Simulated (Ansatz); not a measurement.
Steps of a relaxation of BCl2H3OSi (`[SiH3]OB(Cl)Cl`) with RKS PBE-D4/def2-SVP.

```sh
$ ansatz run in.yaml --threads 4 --pin off --events-out ev --progress --plain --max-ram 10444MiB
```

```yaml
crystal:
  periodic: [false, false, false]
  atoms:
    - {symbol: Si, position_ang: [-0.246800, -0.193600, 1.139000]}
    - {symbol: O, position_ang: [-0.681700, 0.817000, -0.244100]}
    - {symbol: B, position_ang: [0.140500, 0.332200, -1.342000]}
    - {symbol: Cl, position_ang: [-0.399200, -0.920800, -2.512500]}
    - {symbol: Cl, position_ang: [1.793100, 1.142500, -1.688100]}
    - {symbol: H, position_ang: [-1.116200, 0.300800, 2.266000]}
    - {symbol: H, position_ang: [1.151600, 0.011800, 1.485200]}
    - {symbol: H, position_ang: [-0.549000, -1.547000, 0.840600]}
basis:
  gaussian: {orbitals: def2-SVP}
hamiltonian: {xc: pbe, dispersion: d4}
relax: {f_tol: 0.03, max_steps: 200}
```

Positions (Å) and forces (eV/Å) along the path, 15 of 15 steps:

```xyz
8
step=1 energy=-35668.8891 eV
Si   -0.247   -0.194    1.139   -1.201    2.307    0.151
O    -0.682    0.817   -0.244    2.454   -2.205   -1.638
B     0.141    0.332   -1.342   -0.514    1.768    0.625
Cl   -0.399   -0.921   -2.513    0.212    0.613    0.787
Cl    1.793    1.143   -1.688   -1.615   -0.836    0.460
H    -1.116    0.301    2.266    0.068   -0.066   -0.100
H     1.152    0.012    1.485    0.858    0.048    0.105
H    -0.549   -1.547    0.841   -0.261   -1.628   -0.390
8
step=2 energy=-35669.1808 eV
Si   -0.260   -0.186    1.132   -0.522    1.031   -0.301
O    -0.629    0.817   -0.257    1.251   -0.973   -1.185
B     0.093    0.467   -1.414    0.245   -0.276    1.588
Cl   -0.367   -0.992   -2.366    0.030    0.845    0.132
Cl    1.769    1.145   -1.661   -1.158   -0.157   -0.108
H    -1.127    0.312    2.251    0.043   -0.001   -0.072
H     1.183   -0.035    1.460    0.220    0.031    0.047
H    -0.570   -1.585    0.799   -0.109   -0.499   -0.101
8
step=3 energy=-35669.3590 eV
Si   -0.274   -0.176    1.172   -0.078    0.284   -0.456
O    -0.580    0.747   -0.273    0.780   -0.717   -0.237
B     0.146    0.416   -1.393   -0.061   -0.210    0.151
Cl   -0.421   -0.926   -2.483    0.316    0.846    0.486
Cl    1.756    1.175   -1.704   -0.826   -0.302    0.016
H    -1.161    0.342    2.260   -0.002    0.047   -0.082
H     1.184   -0.018    1.508   -0.091    0.018    0.055
H    -0.558   -1.618    0.857   -0.037    0.034    0.067
8
step=4 energy=-35669.4965 eV
Si   -0.256   -0.225    1.217   -0.232    0.201    0.082
O    -0.446    0.632   -0.236    0.321   -0.109   -0.358
B     0.188    0.397   -1.408   -0.056   -0.039   -0.224
Cl   -0.430   -0.845   -2.538    0.135    0.279    0.196
Cl    1.669    1.285   -1.847   -0.272   -0.112    0.049
H    -1.212    0.443    2.168    0.148   -0.177    0.021
H     1.181   -0.080    1.634   -0.060   -0.062    0.107
H    -0.601   -1.664    0.953    0.016    0.019    0.125
8
step=5 energy=-35669.5534 eV
Si   -0.259   -0.242    1.250   -0.124    0.016    0.195
O    -0.318    0.560   -0.234    0.285    0.029   -0.205
B     0.229    0.397   -1.454   -0.041    0.104   -0.178
Cl   -0.428   -0.807   -2.581    0.032    0.007    0.029
Cl    1.598    1.394   -1.999   -0.179   -0.087    0.124
H    -1.233    0.479    2.141    0.116   -0.119   -0.040
H     1.149   -0.156    1.777   -0.092   -0.011    0.022
H    -0.647   -1.682    1.045    0.003    0.061    0.054
8
step=6 energy=-35669.5933 eV
Si   -0.258   -0.263    1.281    0.041   -0.025   -0.073
O    -0.146    0.498   -0.223    0.133    0.077    0.018
B     0.257    0.413   -1.501    0.034   -0.047    0.071
Cl   -0.423   -0.812   -2.587   -0.017   -0.009   -0.033
Cl    1.500    1.512   -2.128   -0.110   -0.011    0.027
H    -1.242    0.519    2.100    0.030   -0.028   -0.036
H     1.110   -0.239    1.909   -0.090    0.008    0.001
H    -0.707   -1.685    1.092   -0.021    0.036    0.024
8
step=7 energy=-35669.6266 eV
Si   -0.247   -0.281    1.289    0.043   -0.002   -0.117
O     0.032    0.484   -0.194    0.128    0.085    0.038
B     0.294    0.423   -1.509   -0.008   -0.066    0.167
Cl   -0.416   -0.849   -2.522    0.010    0.013   -0.029
Cl    1.377    1.615   -2.247   -0.100   -0.042    0.003
H    -1.243    0.552    2.038    0.014   -0.007   -0.028
H     1.064   -0.330    2.023   -0.078    0.006   -0.029
H    -0.769   -1.671    1.066   -0.010    0.013   -0.005
8
step=8 energy=-35669.6471 eV
Si   -0.240   -0.294    1.286    0.155    0.061   -0.104
O     0.201    0.490   -0.160    0.105    0.006    0.132
B     0.339    0.423   -1.493    0.013    0.232   -0.105
Cl   -0.401   -0.891   -2.434    0.075    0.039    0.022
Cl    1.244    1.704   -2.361   -0.250   -0.382    0.268
H    -1.241    0.584    1.980    0.048   -0.024   -0.056
H     1.017   -0.421    2.112   -0.167    0.017   -0.111
H    -0.827   -1.651    1.013    0.022    0.051   -0.046
8
step=9 energy=-35669.6234 eV rejected
Si   -0.225   -0.298    1.274   -0.010    0.081   -0.090
O     0.244    0.548   -0.134   -0.137    0.062    0.298
B     0.279    0.467   -1.467    0.798   -0.138   -0.511
Cl   -0.352   -0.959   -2.344   -0.063    0.324    0.116
Cl    1.214    1.698   -2.401   -0.560   -0.403    0.364
H    -1.223    0.587    1.964    0.050   -0.057    0.012
H     1.008   -0.477    2.133   -0.189    0.020   -0.201
H    -0.853   -1.622    0.919    0.112    0.112    0.012
8
step=10 energy=-35669.6604 eV
Si   -0.237   -0.290    1.278    0.092    0.018   -0.078
O     0.222    0.524   -0.144    0.090    0.020    0.095
B     0.337    0.428   -1.477    0.053    0.205   -0.133
Cl   -0.396   -0.915   -2.382    0.060    0.046    0.030
Cl    1.224    1.693   -2.377   -0.220   -0.322    0.219
H    -1.241    0.578    1.978    0.036   -0.023   -0.036
H     1.008   -0.441    2.113   -0.129    0.013   -0.084
H    -0.825   -1.634    0.954    0.019    0.043   -0.013
8
step=11 energy=-35669.6757 eV
Si   -0.233   -0.288    1.257    0.043    0.026    0.000
O     0.272    0.577   -0.119    0.048   -0.006    0.021
B     0.344    0.442   -1.453    0.018    0.084   -0.046
Cl   -0.395   -0.945   -2.287    0.043    0.045   -0.014
Cl    1.187    1.680   -2.407   -0.118   -0.169    0.097
H    -1.245    0.565    1.959    0.002   -0.002   -0.004
H     0.986   -0.474    2.113   -0.047    0.000   -0.020
H    -0.824   -1.615    0.881    0.011    0.021   -0.034
8
step=12 energy=-35669.6793 eV
Si   -0.226   -0.281    1.249   -0.016   -0.024   -0.031
O     0.316    0.615   -0.096    0.023   -0.055   -0.095
B     0.351    0.447   -1.432   -0.024    0.025    0.057
Cl   -0.389   -0.968   -2.220    0.035    0.046    0.008
Cl    1.143    1.665   -2.438   -0.027   -0.039    0.031
H    -1.249    0.558    1.950   -0.006    0.015    0.009
H     0.966   -0.507    2.129   -0.003    0.003   -0.002
H    -0.820   -1.586    0.802    0.019    0.028    0.023
8
step=13 energy=-35669.6801 eV
Si   -0.229   -0.284    1.252    0.032    0.011   -0.019
O     0.313    0.600   -0.101    0.000   -0.047   -0.043
B     0.348    0.445   -1.437    0.013    0.031   -0.004
Cl   -0.383   -0.963   -2.243    0.018    0.032    0.025
Cl    1.143    1.673   -2.432   -0.039   -0.045    0.046
H    -1.243    0.569    1.951   -0.011   -0.002   -0.004
H     0.966   -0.504    2.129   -0.009    0.002   -0.003
H    -0.823   -1.593    0.824   -0.004    0.018    0.002
8
step=14 energy=-35669.6807 eV
Si   -0.227   -0.283    1.252    0.011   -0.026    0.003
O     0.333    0.582   -0.102   -0.001    0.029    0.098
B     0.352    0.442   -1.436    0.002   -0.015   -0.102
Cl   -0.376   -0.964   -2.245   -0.005   -0.006   -0.003
Cl    1.122    1.684   -2.428    0.001    0.008    0.001
H    -1.241    0.578    1.941    0.000    0.009   -0.009
H     0.961   -0.508    2.136   -0.003    0.001    0.007
H    -0.831   -1.588    0.827   -0.004   -0.001    0.004
8
step=15 energy=-35669.6811 eV
Si   -0.222   -0.287    1.253    0.000    0.001   -0.002
O     0.348    0.575   -0.100    0.003   -0.002    0.004
B     0.352    0.442   -1.438    0.001   -0.002   -0.008
Cl   -0.395   -0.954   -2.246    0.000    0.004    0.003
Cl    1.120    1.686   -2.429   -0.001   -0.001    0.001
H    -1.245    0.579    1.922   -0.003    0.001    0.001
H     0.955   -0.503    2.153    0.000    0.001    0.000
H    -0.821   -1.594    0.829    0.001   -0.002    0.001
```

Hardware: 4 threads of an Arm Neoverse V2 on a shared host. Wall time 17 s, peak host memory 0.16 GiB.
